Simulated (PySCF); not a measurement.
Isomers of C5H9BO2, from PBE0-D3(BJ)/def2-SVP geometry optimisation, gas phase (PySCF). One conformer each, no zero-point energy, no frequencies.

**Question.** Which isomer lies lowest at this level?
A. `[CH3:1][B:2]([CH3:3])[C@H:4]1[CH2:5][O:6][C:7]1=[O:8]` with C1–B2–C4–C5 -160°: A = 2988, B = 1665, C = 1175 MHz, dipole 4.14 D
B. `[CH:1]#[C:2][B:3]([OH:4])[O:5][CH2:6][CH2:7][CH3:8]` with C2–B3–O4–H 180°, C2–B3–O5–C6 4°, B3–O5–C6–C7 89°, O5–C6–C7–C8 177°: A = 2974, B = 1206, C = 926.0 MHz, dipole 1.84 D
C. `[CH:1]#[C:2][C@@H:3]([CH2:4][CH3:5])[B:6]([OH:7])[OH:8]` with C2–C3–C4–C5 -168°, C2–C3–B6–O7 -10°, C3–B6–O7–H 2°, C3–B6–O8–H 179°: A = 2306, B = 1792, C = 1083 MHz, dipole 0.59 D
D. `[CH2:1]=[CH:2][C@H:3]1[CH2:4][CH2:5][O:6][BH:7][O:8]1` with C1–C2–C3–C4 112°, C2–C3–C4–C5 70°, C3–C4–C5–O6 51°, C4–C5–O6–B7 -24°, C5–O6–B7–O8 -2°: A = 3926, B = 1597, C = 1372 MHz, dipole 3.14 D

**Answer.** D. That is `B1O[C@H](CCO1)C=C`, 7.0 kcal/mol below the next.

```json
{"SMILES": "C=C[C@H]1CCOBO1", "mapped SMILES": "[CH2:1]=[CH:2][C@H:3]1[CH2:4][CH2:5][O:6][BH:7][O:8]1", "E (Eh)": "-370.62003", "relative (kcal/mol)": "0.0", "relative (kJ/mol)": "0.0", "dipole (D)": "3.14"}
{"SMILES": "C#C[C@@H](CC)B(O)O", "mapped SMILES": "[CH:1]#[C:2][C@@H:3]([CH2:4][CH3:5])[B:6]([OH:7])[OH:8]", "E (Eh)": "-370.60891", "relative (kcal/mol)": "7.0", "relative (kJ/mol)": "29.2", "dipole (D)": "0.59"}
{"SMILES": "C#CB(O)OCCC", "mapped SMILES": "[CH:1]#[C:2][B:3]([OH:4])[O:5][CH2:6][CH2:7][CH3:8]", "E (Eh)": "-370.59905", "relative (kcal/mol)": "13.2", "relative (kJ/mol)": "55.1", "dipole (D)": "1.84"}
{"SMILES": "CB(C)[C@H]1COC1=O", "mapped SMILES": "[CH3:1][B:2]([CH3:3])[C@H:4]1[CH2:5][O:6][C:7]1=[O:8]", "E (Eh)": "-370.56356", "relative (kcal/mol)": "35.4", "relative (kJ/mol)": "148.3", "dipole (D)": "4.14"}
```

As drawn, the lowest has a B–O bond and a C=C bond outside aromatic rings, which the highest lacks; the highest has a four-membered ring, a C=O bond and a C(=O)–O unit, which the lowest lacks.
